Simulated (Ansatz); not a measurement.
Relaxation of the cluster HgS2⁺ with UKS PBE0-D4/def2-TZVP.

```sh
$ ansatz run in.yaml --threads 2 --pin off --events-out ev --progress --plain --max-ram 4352MiB
```

```yaml
crystal:
  periodic: [false, false, false]
  atoms:
    - {symbol: Hg, position_ang: [0.000080, 0.000140, 0.000174]}
    - {symbol: S, position_ang: [2.085742, -0.405593, -0.666213]}
    - {symbol: S, position_ang: [-2.085822, 0.405453, 0.666039]}
basis:
  gaussian: {orbitals: def2-TZVP}
total_charge: 1
magnetization: {spin_polarized: true, initial_magnetization: 1}
hamiltonian: {xc: pbe0, dispersion: d4}
scf: {lower_state_search: "off"}
output: {orbitals: {seedname: orbitals}}
relax: {f_tol: 0.02, max_steps: 100}
```

Hardware: 2 threads of Arm Neoverse V2 on a shared host. Wall time 10 s.

Positions (Å) and forces (eV/Å) at steps 1, 2, 4 of 4:

```xyz
3
step=1 energy=-25830.1266 eV
Hg    0.000    0.000    0.000   -0.421    0.082    0.134
S     2.086   -0.406   -0.666    1.136   -0.221   -0.363
S    -2.086    0.405    0.666   -0.715    0.139    0.229
3
step=2 energy=-25830.1949 eV
Hg   -0.008    0.002    0.003   -0.189    0.037    0.060
S     2.146   -0.417   -0.685    0.215   -0.042   -0.069
S    -2.137    0.416    0.683   -0.026    0.005    0.009
3
step=4 energy=-25830.1974 eV
Hg   -0.015    0.003    0.005   -0.001    0.000    0.000
S     2.160   -0.420   -0.690    0.001    0.000    0.000
S    -2.145    0.417    0.685    0.000    0.000    0.000
```

In the def2 sets Hg takes a core potential; there is no spin–orbit coupling. The relaxed charge 1 doublet is spin-contaminated (final ⟨S²⟩ up to 1.74, 0.75 for a pure state). The structure comes from a short search, and lower isomers may exist.
